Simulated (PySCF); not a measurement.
C₉H₆N₄, SMILES C1=CC2=NC=NC3=NC=CC(=C1)N23.

The structure is a stationary point at PBE0-D3(BJ)/def2-SVP.

Calculation: PySCF with SMD-ωB97X/def2-SVP.

Solvation free energies are E(SMD) − E(gas) at the gas-phase geometry, for 1 M in both phases. In vacuum the dipole moment is 4.76 D.

Computed solvation free energies in water, N,N-dimethylformamide, benzene:
```csv
solvent,ΔG(solv) (kcal/mol),its non-electrostatic (CDS) part,dipole (D)
water,-14.0,-0.7,7.07
"N,N-dimethylformamide",-19.1,-6.1,7.01
benzene,-15.7,-10.0,5.70
```
